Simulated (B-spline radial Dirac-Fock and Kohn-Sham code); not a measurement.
## Binding energies of Eu⁷⁺ at several levels of theory

System: Eu⁷⁺, configuration [Kr] 4d10 4f5 5s2 5p3.

The density-functional columns are spherical, spin-unpolarised Dirac-Kohn-Sham results without Breit or QED terms: −ε is minus the orbital energy of the initial state and ΔSCF the difference of two total energies. The reference in the last column comes from ΔSCF Dirac-Fock with Breit, self-energy and vacuum polarisation, finite nucleus, configuration average. All numbers are from a radial B-spline solver, in eV; a selection of levels is shown. For the 1s level of heavy atoms much of the gap between ΔSCF and the reference is the Breit and QED part, -204.8 eV here; for other levels the error of the functional can be larger.

```
     level   PBE −ε  PBE ΔSCF   LDA −ε  LDA ΔSCF  Dirac-Fock
    K (1s)  48419.9   48874.1  48373.9   48826.7     48634.8
   L1 (2s)   8036.6    8122.0   8030.5    8116.1      8175.7
L2 (2p1/2)   7630.2    7737.5   7627.7    7735.1      7735.3
L3 (2p3/2)   6982.2    7079.3   6980.5    7077.7      7095.0
   M1 (3s)   1852.2    1881.3   1850.5    1879.8      1925.0
M2 (3p1/2)   1676.6    1707.2   1676.0    1706.7      1735.5
M3 (3p3/2)   1544.5    1573.4   1544.1    1573.2      1602.9
M4 (3d3/2)   1240.4    1273.7   1240.7    1274.0      1279.5
M5 (3d5/2)   1211.7    1244.4   1212.0    1244.7      1251.4
   N1 (4s)    451.7     466.6    450.9     465.9       487.7
N3 (4p3/2)    354.2     368.4    353.7     368.0       383.1
N4 (4d3/2)    241.9     255.7    241.9     255.7       258.3
N5 (4d5/2)    236.5     250.2    236.5     250.2       253.0
 N6,7 (4f)    103.2     115.5    103.6     115.9       112.5
   O1 (5s)    135.6     144.1    136.0     144.6       142.8
 O2,3 (5p)    110.8     118.6    111.2     119.1       117.0
```

Task: Order the estimates of the K (1s) level by their distance from the Dirac-Fock value, nearest first.
A. LDA ΔSCF
B. PBE −ε
C. PBE ΔSCF
D. LDA −ε

Result: A (192.0 eV), B (214.9 eV), C (239.3 eV), D (260.9 eV).

Values without a named source are computed, but for edge energies of neutral atoms, which are taken from tables.
